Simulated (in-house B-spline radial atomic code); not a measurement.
Radial electron density of neutral chlorine, [Ne] 3s2 3p5. Method: Dirac-Hartree-Fock, average of configuration, Fermi nucleus of rms radius 3.3654 fm, inside a hard spherical wall at 4.67 bohr. Calculated with a B-spline radial code for spherical atoms.

Columns: r (bohr), 4πr²n(r) (electrons per bohr), bar.

```
 0.00339   0.4347 #
 0.00404   0.6023 #
 0.00482   0.8326 ##
 0.00575    1.145 ###
 0.00686    1.565 ####
 0.00818    2.122 #####
 0.00976    2.856 ######
  0.0116     3.78 ########
  0.0139    5.007 ###########
  0.0166      6.5 ###############
  0.0198    8.277 ###################
  0.0236    10.32 #######################
  0.0281    12.54 ############################
  0.0335    14.83 #################################
    0.04    16.97 ######################################
  0.0477    18.65 ##########################################
  0.0569    19.59 ############################################
  0.0679    19.55 ############################################
  0.0809    18.52 ##########################################
  0.0966    16.73 ######################################
   0.115    14.81 #################################
   0.137    13.48 ##############################
   0.164    13.41 ##############################
   0.195    14.75 #################################
   0.233    17.02 ######################################
   0.278    18.98 ###########################################
   0.332    19.37 ############################################
   0.396    17.48 #######################################
   0.472    13.67 ###############################
   0.563    9.196 #####################
   0.671    5.624 #############
   0.801    3.839 #########
   0.955    3.727 ########
    1.14    4.341 ##########
    1.36    4.683 ###########
    1.62    4.296 ##########
    1.93    3.312 #######
    2.31    2.107 #####
    2.75    1.116 ###
    3.28   0.4503 #
    3.91   0.1063 
    4.62 0.0004132
```

On this grid the curve has 3 maxima, near 0.0569, 0.332, 1.36 bohr.

The 3p3/2 radial function P(r) = rR(r), positive near the nucleus, with its small component Q(r) (sign convention: Q ≈ (P' + κP/r)/2c):

```csv
r (bohr),P,Q
0.00482,0.0009495,-2.936e-05
0.00686,0.001888,-5.828e-05
0.00976,0.003724,-0.0001147
0.0139,0.007284,-0.0002235
0.0198,0.01405,-0.0004289
0.0281,0.02637,-0.0007993
0.04,0.04837,-0.001452
0.0569,0.08516,-0.002524
0.0809,0.1417,-0.004142
0.115,0.2181,-0.006299
0.164,0.301,-0.008677
0.233,0.3497,-0.01039
0.332,0.3022,-0.0103
0.472,0.1034,-0.007746
0.671,-0.2374,-0.003306
0.955,-0.5992,0.00127
1.36,-0.7862,0.003845
1.93,-0.7003,0.003743
2.75,-0.4308,0.002282
3.91,-0.1387,0.0009871
```
